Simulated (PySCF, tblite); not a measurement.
Question: Write Cartesian coordinates for InChI=1S/C4H4FN3/c1-3-4(5)8-7-2-6-3/h2H,1H3 as optimised with GFN2-xTB.

Answer: 
```
atom  x, y, z in Å
C1    -1.7185   -0.5503    0.0699
C2    -0.2939   -0.1378    0.0144
N3     0.6624   -1.0452    0.0873
C4     1.9170   -0.6023    0.0308
N5     2.2894    0.6512   -0.0903
N6     1.3657    1.5726   -0.1649
C7     0.1108    1.2081   -0.1163
F8    -0.8046    2.1744   -0.1952
H9    -2.2318   -0.2333   -0.8371
H10   -1.7835   -1.6289    0.1743
H11   -2.2125   -0.0655    0.9110
H12    2.7005   -1.3437    0.0901
```

Any rigid rotation of these coordinates is as good. Atoms count from 1 in this order. The 8 heavy atoms lie in one plane (0.000 Å rms). The C–N distances run from 1.308 Å (N6–C7, aromatic) to 1.332 Å (N3–C4, aromatic), a spread of 0.024 Å. The C–C distances run from 1.412 Å (C2–C7, aromatic) to 1.484 Å (C1–C2, drawn single), a spread of 0.072 Å. The 6-membered ring C2–N3–C4–N5–N6–C7 has internal angles of 116.8° to 126.0° (sum 720°, against 720° for a flat polygon); it is planar, 0.00 Å rms from its mean plane, widest ring torsion 0°.

Bonds between heavy atoms (Å): C1–C2 1.484, C2–N3 1.320, N3–C4 1.332, C4–N5 1.313, N5–N6 1.307, N6–C7 1.308, C7–F8 1.333, C2–C7 1.412.

Computed geometry: GFN2-xTB, gas phase.

Point group: Cs (tolerance 0.08 Å). Its GFN2-xTB frequencies are all real (lowest 47 cm⁻¹).
